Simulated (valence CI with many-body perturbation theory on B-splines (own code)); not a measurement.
**Hyperfine factors and g values of Cl XIII**

Computed by relativistic CI+MBPT: three valence electrons over a frozen Dirac-Fock core [He], radial functions for each j: 11 s, 11 p, 9 d, 7 f, 5 g, 2 h, 1 i, with the one-electron correlation potential Σ1 (screened to all orders), the two-electron term Σ2, the three-electron term Σ3, Breit, model QED; selected single and double excitations, second order for the rest, scaled by the run's own slope (own B-spline code, finite nucleus).

No measured spectrum was set against this ion. As an estimate, levels of excited configurations hold to 0.05 to 0.15 % of their energy, terms of the ground configuration to about 0.5 %.

A/g_I is the dipole constant over the nuclear g factor μ/I (μ in nuclear magnetons, uniformly magnetised nucleus), B/Q the quadrupole constant per barn. Both hold the static response of the core; the bare values leave it out. Large factors of s and p1/2 electrons are usually good to 5 to 10 %; those of open d and f shells near neutrality can be off by tens of per cent, and small factors of p3/2, d and f electrons come from cancelling terms and can be off by a factor of two or in sign, in half-filled shells by more. B is blank for J = 1/2, where it vanishes, and for nearly pure S terms. Energies count from the lowest level.

Names give the largest LS component (configuration and term), which can be under half, so a name can repeat, a term be missing and a line seem to break the LS rules; names also repeat where a configuration has a term twice. Letters in brackets count levels of one name in rising energy.

```tsv
Level	E (eV)	g	A/g_I (MHz)	A/g_I bare	B/Q (MHz/b)	B/Q bare
2s2.2p 2P°_1/2	0.00	0.664	36800	35900		
2s2.2p 2P°_3/2	2.16	1.333	7100	7720	12800	12900
2s.2p2 4P_1/2	26.19	2.666	62200	62000		
2s.2p2 4P_3/2	26.99	1.733	29000	29000	10400	10500
2s.2p2 4P_5/2	28.09	1.598	30500	30500	-13000	-13100
2s.2p2 2D_3/2	46.85	0.800	-7840	-6870	18100	18200
2s.2p2 2D_5/2	46.92	1.200	34800	33800	25900	26100
2s.2p2 2S_1/2	59.12	1.818	105000	101000		
2s.2p2 2P_1/2	62.53	0.850	35300	33200		
2s.2p2 2P_3/2	63.53	1.331	-5260	-3570	-13100	-13200
2p3 4S°_3/2	82.21	1.998	-3220	-30.6		
2p3 2D°_3/2	92.94	0.809	8620	8110	4430	4460
2p3 2D°_5/2	93.07	1.199	12100	12700	-196	-197
2p3 2P°_1/2	104.21	0.664	37100	35700		
2p3 2P°_3/2	104.56	1.325	5970	7020	-4060	-4080
2s2.3s 2S_1/2	368.40	2.002	33800	32700		
2s2.3p 2P°_1/2	381.38	0.665	8740	8550		
2s2.3p 2P°_3/2	381.97	1.334	3740	3860	3870	3890
2s2.3d 2D_3/2	394.04	0.799	1200	1190	623	643
2s2.3d 2D_5/2	394.21	1.200	396	401	879	908
2s.2p.3s 4P°_1/2	395.24	2.662	75300	73200		
2s.2p.3s 4P°_3/2	395.92	1.730	47800	46700	-10700	-10800
2s.2p.3s 4P°_5/2	397.26	1.600	35800	35100	13500	13600
2s.2p.3s 2P°_1/2 [a]	401.62	0.670	11400	11600		
2s.2p.3s 2P°_3/2 [a]	403.08	1.335	33800	33300	13000	13100
2s.2p.3p 4D_1/2	406.80	0.236	-10900	-10400		
2s.2p.3p 4D_3/2	407.41	1.243	31300	30700	-4680	-4720
2s.2p.3p 2P_1/2 [a]	408.11	0.442	-30200	-29400		
2s.2p.3p 2P_3/2 [a]	408.37	1.321	23200	22800	-4910	-4940
2s.2p.3p 4D_5/2	408.47	1.373	22900	22600	4150	4180
2s.2p.3p 4D_7/2	409.67	1.428	21700	21400	17100	17200
2s.2p.3p 4S_3/2	410.92	1.939	39700	39000	-1050	-1060
2s.2p.3p 4P_1/2	412.14	2.656	70100	68800		
2s.2p.3p 4P_3/2	412.90	1.740	34300	33800	7580	7630
2s.2p.3p 4P_5/2	413.42	1.581	29500	29100	-5490	-5530
2s.2p.3p 2D_3/2 [a]	413.92	0.821	3480	3470	13100	13200
2s.2p.3p 2D_5/2 [a]	415.30	1.217	19100	19000	16000	16200
2s.2p.3d 4F°_3/2	417.82	0.413	-13600	-13100	4940	4990
2s.2p.3d 4F°_5/2	418.23	1.037	8490	8380	3200	3240
2s.2p.3p 2S_1/2 [a]	418.67	1.994	48600	48800
```

Problem. Take the isotope of mass number 37, with I = 3/2, μ = 0.684 μN and Q = -0.0644 b. What is the hyperfine structure of 2s.2p2 4P_5/2?

Solution. From the table A = 13900 MHz, B = 839 MHz. Shifts from the centre of gravity in MHz: F = 1: -72400, F = 2: -45300, F = 3: -3940, F = 4: 52300.
